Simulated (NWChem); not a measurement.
# AlHIF; SMILES [F][AlH][I]

Results from NWChem. Structure relaxed at the PBE0/def2-SVP level. def2 effective core potentials on I; no spin-orbit coupling. B3LYP is NWChem's, with the RPA form of VWN correlation. Ions are spin-unrestricted doublets at the neutral geometry; other ion states weren't tried.

```tsv
level	vertical ionisation energy, ΔSCF (eV)	−ε(HOMO) (eV)	ΔSCF minus −ε(HOMO) (eV)
B3LYP/def2-SVPD	10.45	7.84	2.61
PBE/def2-SVPD	10.28	6.97	3.31
CAM-B3LYP/def2-SVPD	10.49	9.33	1.16
LDA (Slater exchange, VWN5)/def2-SVPD	10.49	7.12	3.37
M06-2X/def2-SVPD	10.34	9.22	1.12
```
